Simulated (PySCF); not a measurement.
PySCF job for BH₂, SMILES [BH2+], charge +1, TDDFT-PBE/def2-TZVPD. Coordinates come from a r2SCAN-D4/def2-TZVPD optimisation.

```python
import numpy as np
from pyscf import gto, scf, dft, tdscf

mol = gto.M(
    atom='''
    B     0.00000000    0.00000000    0.00000000
    H     0.00000000    0.00000000   -1.17744102
    H     0.00000000    0.00000000    1.17744102
    ''',
    basis='def2-TZVPD',
    charge=1,
    spin=0,
    symmetry=True,
    symmetry_subgroup='D2h',
    max_memory=1600,
    verbose=4,
)
mf = dft.RKS(mol, xc='pbe').density_fit(auxbasis='def2-universal-jkfit')
mf.grids.level = 3
mf.conv_tol = 1e-9
mf.max_cycle = 100
mf.kernel()
mf.grids = dft.Grids(mol).set(level=1).build(with_non0tab=True)  # coarser grid for the response kernel
td = tdscf.TDDFT(mf)
td.singlet = True
td.nstates = 10
td.conv_tol = 1e-4
td.positive_eig_threshold = 1e-6
td.kernel(x0=td.get_init_guess(mf, 15))
td.analyze()
tt = tdscf.TDA(mf)
tt.singlet = False
tt.nstates = 4
tt.conv_tol = 1e-4
tt.positive_eig_threshold = 1e-6
tt.kernel(x0=tt.get_init_guess(mf, 9))
tt.analyze(verbose=3)
```

Program output:

```
PySCF version 2.14.0

[INPUT] verbose = 4
[INPUT] num. atoms = 3
[INPUT] num. electrons = 6
[INPUT] charge = 1
[INPUT] spin (= nelec alpha-beta = 2S) = 0
[INPUT] symmetry True subgroup D2h
[INPUT] Mole.unit = angstrom
[INPUT] Symbol           X                Y                Z      unit          X                Y                Z       unit  Magmom
[INPUT]  1 B      0.000000000000   0.000000000000   0.000000000000 AA    0.000000000000   0.000000000000   0.000000000000 Bohr   0.0
[INPUT]  2 H      0.000000000000   0.000000000000  -1.177441020000 AA    0.000000000000   0.000000000000  -2.225041055629 Bohr   0.0
[INPUT]  3 H      0.000000000000   0.000000000000   1.177441020000 AA    0.000000000000   0.000000000000   2.225041055629 Bohr   0.0

nuclear repulsion = 4.71901404849986
point group symmetry = Dooh, use subgroup D2h
symmetry origin: [0. 0. 0.]
symmetry axis x: [1. 0. 0.]
symmetry axis y: [0. 1. 0.]
symmetry axis z: [0. 0. 1.]
num. orbitals of irrep Ag = 17
num. orbitals of irrep B1g = 3
num. orbitals of irrep B2g = 5
num. orbitals of irrep B3g = 5
num. orbitals of irrep Au = 1
num. orbitals of irrep B1u = 10
num. orbitals of irrep B2u = 7
num. orbitals of irrep B3u = 7
number of shells = 23
number of NR pGTOs = 74
number of NR cGTOs = 55
basis = def2-TZVPD
ecp = {}


[settings echo left out]
init E= -25.7480336458983
HOMO (B1u) = -0.403758105200595  LUMO (B2u) = -0.139311908972523  gap/eV = 7.19595
cycle= 1 E= -25.5590784273125  delta_E= 0.189  |g|= 0.198  |ddm|= 1.02
HOMO (B1u) = -0.726689021558324  LUMO (B3u) = -0.48727998714513  gap/eV = 6.51465
cycle= 2 E= -25.5692438833392  delta_E= -0.0102  |g|= 0.132  |ddm|= 0.394
HOMO (B1u) = -0.699656901421779  LUMO (B2u) = -0.447410970738616  gap/eV = 6.86396
cycle= 3 E= -25.5749768170466  delta_E= -0.00573  |g|= 0.00397  |ddm|= 0.142
HOMO (B1u) = -0.696442735903218  LUMO (B3u) = -0.444809024423754  gap/eV = 6.84730
cycle= 4 E= -25.5749826530252  delta_E= -5.84e-06  |g|= 0.000437  |ddm|= 0.00599
HOMO (B1u) = -0.696770596107082  LUMO (B2u) = -0.444985019422149  gap/eV = 6.85143
cycle= 5 E= -25.5749827303814  delta_E= -7.74e-08  |g|= 3.61e-05  |ddm|= 0.000653
HOMO (B1u) = -0.696757459675026  LUMO (B3u) = -0.444982370551158  gap/eV = 6.85115
cycle= 6 E= -25.5749827308179  delta_E= -4.37e-10  |g|= 1.39e-06  |ddm|= 3.52e-05
HOMO (B1u) = -0.696757323921125  LUMO (B2u) = -0.444981896687123  gap/eV = 6.85116
Extra cycle  E= -25.5749827308184  delta_E= -4.62e-13  |g|= 7.49e-07  |ddm|= 2.26e-06
converged SCF energy = -25.5749827308184
tot grids = 10128
Overwritten attributes  positive_eig_threshold  of <class 'pyscf.tdscf.rks.CasidaTDDFT'>


******** <class 'pyscf.tdscf.rks.CasidaTDDFT'> for <class 'pyscf.df.df_jk.DFSymAdaptedRKS'> ********
nstates = 10 singlet
deg_eia_thresh = 1.000e-03
wfnsym = None
conv_tol = 0.0001
eigh lindep = 1e-12
eigh level_shift = 0
eigh max_cycle = 100


Excitation energies (eV)
[ 7.076549    7.076549   10.78930568 10.78930568 13.87233536 15.08351651
 15.48197071 16.21552059 16.68643641 16.68643641]

** Singlet excitation energies and oscillator strengths **
Excited State   1:  B3g      7.07655 eV    175.20 nm  f=0.0000
       3 -> 4        -0.70700
Excited State   2:  B2g      7.07655 eV    175.20 nm  f=0.0000
       3 -> 5        -0.70700
Excited State   3:  B2u     10.78931 eV    114.91 nm  f=0.2479
       2 -> 4        -0.70109
Excited State   4:  B3u     10.78931 eV    114.91 nm  f=0.2479
       2 -> 5        -0.70109
Excited State   5:  B1u     13.87234 eV     89.38 nm  f=0.6109
       3 -> 6         0.61233
       3 -> 7        -0.34430
Excited State   6:  B1u     15.08352 eV     82.20 nm  f=0.1517
       3 -> 6         0.33152
       3 -> 7         0.61326
       3 -> 16       -0.10654
Excited State   7:   Ag     15.48197 eV     80.08 nm  f=0.0000
       2 -> 6        -0.48688
       2 -> 7         0.11107
       3 -> 8        -0.49802
Excited State   8:   Ag     16.21552 eV     76.46 nm  f=0.0000
       2 -> 6         0.49047
       2 -> 7         0.15996
       3 -> 8        -0.45288
       3 -> 17       -0.12515
Excited State   9:  B2u     16.68644 eV     74.30 nm  f=0.3079
       3 -> 10       -0.69687
Excited State  10:  B3u     16.68644 eV     74.30 nm  f=0.3079
       3 -> 9        -0.69687

** Transition electric dipole moments (AU) **
state          X           Y           Z        Dip. S.      Osc.
  1        -0.0000     -0.0000     -0.0000      0.0000      0.0000
  2        -0.0000     -0.0000     -0.0000      0.0000      0.0000
  3         0.0000     -0.9685     -0.0000      0.9380      0.2479
  4        -0.9685     -0.0000      0.0000      0.9380      0.2479
  5        -0.0000      0.0000     -1.3408      1.7976      0.6109
  6        -0.0000      0.0000     -0.6406      0.4104      0.1517
  7        -0.0000     -0.0000     -0.0000      0.0000      0.0000
  8         0.0000     -0.0000      0.0000      0.0000      0.0000
  9        -0.0000     -0.8678     -0.0000      0.7531      0.3079
 10        -0.8678     -0.0000      0.0000      0.7531      0.3079

** Transition velocity dipole moments (imaginary part, AU) **
state          X           Y           Z        Dip. S.      Osc.
  1        -0.0000     -0.0000     -0.0000      0.0000      0.0000
  2        -0.0000     -0.0000     -0.0000      0.0000      0.0000
  3         0.0000     -0.3860     -0.0000      0.1490      0.2506
  4        -0.3860     -0.0000      0.0000      0.1490      0.2506
  5        -0.0000      0.0000     -0.6818      0.4648      0.6079
  6        -0.0000      0.0000     -0.3544      0.1256      0.1511
  7        -0.0000     -0.0000     -0.0000      0.0000      0.0000
  8         0.0000     -0.0000      0.0000      0.0000      0.0000
  9        -0.0000     -0.5285     -0.0000      0.2793      0.3037
 10        -0.5285     -0.0000      0.0000      0.2793      0.3037

** Transition magnetic dipole moments (imaginary part, AU) **
state          X           Y           Z
  1        -1.4065      0.0000     -0.0000
  2         0.0000      1.4065      0.0000
  3         0.0000     -0.0000     -0.0000
  4         0.0000     -0.0000      0.0000
  5         0.0000      0.0000      0.0000
  6         0.0000      0.0000     -0.0000
  7         0.0000     -0.0000     -0.0000
  8        -0.0000     -0.0000     -0.0000
  9         0.0000     -0.0000     -0.0000
 10         0.0000     -0.0000     -0.0000
Overwritten attributes  positive_eig_threshold  of <class 'pyscf.tdscf.rks.TDA'>


******** <class 'pyscf.tdscf.rks.TDA'> for <class 'pyscf.df.df_jk.DFSymAdaptedRKS'> ********
nstates = 4 triplet
deg_eia_thresh = 1.000e-03
wfnsym = None
conv_tol = 0.0001
eigh lindep = 1e-12
eigh level_shift = 0
eigh max_cycle = 100


Excitation energies (eV)
[6.02092013 6.02092013 7.74601578 7.74601578]

** Triplet excitation energies and oscillator strengths **
Excited State   1:  B3g      6.02092 eV    205.92 nm  f=0.0000
Excited State   2:  B2g      6.02092 eV    205.92 nm  f=0.0000
Excited State   3:  B2u      7.74602 eV    160.06 nm  f=0.0000
Excited State   4:  B3u      7.74602 eV    160.06 nm  f=0.0000
```

Self-consistency was reached.
